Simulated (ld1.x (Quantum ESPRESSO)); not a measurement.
Configuration tests for phosphorus (TM semilocal)

P (Z = 15), norm-conserving Troullier–Martins (semilocal form), made with ld1.x (Quantum ESPRESSO) 7.5 (LDA (PZ), scalar-relativistic). Core [Ne], reference 3s2 3p2 (charge +1). Waves: 3p (bound): rc 1.85 bohr; 3s (bound): rc 1.55 bohr. Local part: the s channel. Core correction: a·sin(br)/r model core inside 1.10 bohr.

Energies are relative to the spin-unpolarised reference configuration 3s2 3p2; without spin polarisation the order of configurations can differ from experiment. Spin-polarised rows fill each open shell by Hund’s rule, majority spin first.

```csv
valence configuration,charge,ΔE all-electron (eV),error AE − PS (meV)
3s2 3p3,0,-9.821,+4.1
3s2 3p1,+2,19.249,+8.6
3s2 3p0,+3,49.144,+53
3s1 3p0,+4,101.333,+151
3s2 3p3.3,-0.3,-11.157,+5.5
3s1 3p3,+1,9.072,-0.5
3s2 3p2 (spin-polarised),+1,-0.843,+18
3s2 3p3 (spin-polarised),0,-11.331,+33
```

Task: What are ΔE and the potential's error for 3s2 3p2.5?

Result: ΔE = -6.000 eV all-electron; the error (AE − PS) is +1.5 meV.
